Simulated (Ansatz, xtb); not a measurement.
**Relaxing a trial structure of FGeHSi**

The starting geometry of this gas-phase singlet has its atoms placed at random; its bonds are those of `F[SiH]=[Ge]`.

```xyz
4

F     0.6473    1.4181   -0.3172
Ge    0.2623   -0.5893    0.9092
Si   -0.2724    1.3982    0.9400
H    -1.0466    1.3514   -0.0433
```

Question: One run relaxed it with r2SCAN-D4/def2-SVP. What is a likely outcome?

Answer: It ends as a structure with F1 bridging Ge2 and Si3, H4 bridging Si3 and Ge2, given below by its coordinates. Distances that change by over a tenth: F1–Ge2 (2.38 → 2.12 Å), F1–Si3 (1.56 → 1.81 Å), Ge2–Si3 (2.06 → 2.34 Å), Si3–H4 (1.25 → 1.74 Å). Contacts that close: Ge2–H4 (2.53 → 1.78 Å).

The energy falls by 3.35 eV over 18 steps:

| step | E − E(last) (eV) |
| --- | --- |
| 1 | 3.353 |
| 3 | 0.587 |
| 5 | 0.425 |
| 7 | 0.377 |
| 9 | 0.343 |
| 10 | 0.315 |
| 12 | 0.233 |
| 14 | 0.053 |
| 16 | 0.005 |
| 18 | 0.000 |

Final geometry (Å):

| atom | x (Å) | y (Å) | z (Å) |
| --- | --- | --- | --- |
| F | 1.0520 | 1.2660 | -0.1439 |
| Ge | -0.0405 | -0.4090 | 0.5512 |
| Si | -0.1984 | 1.8841 | 1.0094 |
| H | -1.2225 | 0.8373 | 0.0720 |

From the same start GFN2-xTB ends elsewhere, differing in F1–Si3 (2.90 against 1.81 Å here), Ge2–H4 (2.92 against 1.78 Å here).

From so rough a start the end depends on the optimiser's path, so another program may land elsewhere. The end wasn't checked by frequencies. Run with Ansatz 0.2.0, 25 s on 2 threads of Intel(R) Xeon(R) Platinum 8375C CPU @ 2.90GHz (Ice Lake), with other jobs on the host.
